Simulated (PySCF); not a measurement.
## Name the molecule from its bond curve

A diatomic of charge -1 contains Cs. Its doublet curve at PBE0 in a double-zeta basis (scalar-relativistic core potentials, PySCF), in eV from the separated fragments:

R (Å), E (eV) and a bar:
```
    3.781     -0.639 #######################
    3.956     -0.680 ###########
    4.132     -0.704 ###
    4.264     -0.712 #
    4.396     -0.715 
    4.528     -0.712 #
    4.704     -0.703 ###
    4.923     -0.685 #########
    5.187     -0.658 #################
    5.539     -0.616 ##############################
```

The fit gives ωe = 62.5 cm⁻¹ and the rotational constant Bₑ = 0.04460 cm⁻¹.

Which atom is the partner?

The minimum lies at 4.392 Å, so the reduced mass is 16.8576 u Å² cm⁻¹/(Bₑ·Re²) = 19.59 u. With Cs at 132.91 u the partner weighs about 23.0 u: Na. The molecule is CsNa⁻.

Spin–orbit coupling is left out. The highest Kohn–Sham level is positive in this anion. Much of that is self-interaction error, but it also means that the finite basis helps to hold the extra electron. The state was picked by a PBE0 search and need not be the measured ground state.
